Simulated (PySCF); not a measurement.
Compound: C₆H₁₄N₂.
Numbering: `[NH2:1][CH2:2][CH2:3][CH2:4][NH:5][CH:6]1[CH2:7][CH2:8]1` (hydrogens: H9, H10 on N1; H11, H12 on C2; H13, H14 on C3; H15, H16 on C4; H17 on N5; H18 on C6; H19, H20 on C7; H21, H22 on C8)

Method: PBE0-D3(BJ)/def2-SVP geometry optimisation, gas phase in PySCF; density fitting, grid level 1; the optimiser is geomeTRIC in internal coordinates, started from a GFN2-xTB structure with every atom displaced at random (about 0.01 Å).

At the end of the run (lengths in Å): C7–H20 1.093, C4–N5 1.445, C3–C4 1.528, N1–H10 1.019, C8–H22 1.094, C3–H13 1.104, C7–H19 1.095, N1–C2–C3 111.1°, N5–C6–C8 124.0°, C6–C8–C7 59.2°, N5–C6–C7 119.8°, N1–C2–C3–C4 -177°, C2–C3–C4–N5 178°, C3–C4–N5–C6 67°, H17–N5–C6–C7 -28°, H18–C6–N5–C4 62°.

Task: These geometries were met on the way; a selection of coordinates is given. Order them by energy above the end point, lowest first.
A. C7–H20 1.094, C4–N5 1.449, C3–C4 1.526, N1–H10 1.021, C8–H22 1.094, C3–H13 1.105, C7–H19 1.095, N1–C2–C3 111.1°, N5–C6–C8 124.7°, C6–C8–C7 59.2°, N5–C6–C7 120.4°, N1–C2–C3–C4 179°, C2–C3–C4–N5 179°, C3–C4–N5–C6 69°, H17–N5–C6–C7 -27°, H18–C6–N5–C4 62°
B. C7–H20 1.048, C4–N5 1.413, C3–C4 1.559, N1–H10 0.989, C8–H22 1.067, C3–H13 1.078, C7–H19 1.071, N1–C2–C3 108.9°, N5–C6–C8 123.9°, C6–C8–C7 60.3°, N5–C6–C7 120.5°, N1–C2–C3–C4 -177°, C2–C3–C4–N5 179°, C3–C4–N5–C6 65°, H17–N5–C6–C7 -38°, H18–C6–N5–C4 54°
C. C7–H20 1.102, C4–N5 1.454, C3–C4 1.523, N1–H10 1.028, C8–H22 1.097, C3–H13 1.110, C7–H19 1.097, N1–C2–C3 112.0°, N5–C6–C8 125.3°, C6–C8–C7 59.3°, N5–C6–C7 120.8°, N1–C2–C3–C4 177°, C2–C3–C4–N5 179°, C3–C4–N5–C6 69°, H17–N5–C6–C7 -27°, H18–C6–N5–C4 62°

Result: A (0.004 eV), C (0.017 eV), B (0.206 eV).

```
step  E above end (eV)  rms distance from the end, all atoms (Å)  largest force (eV/Å)  rms shift of all bonds from the end (Å)
   2             0.004                                     0.041                 0.158                                    0.001
   1             0.017                                     0.058                 0.574                                    0.004
   0             0.206                                     0.094                 2.203                                    0.020
```

Rows stand in the order of the answer.
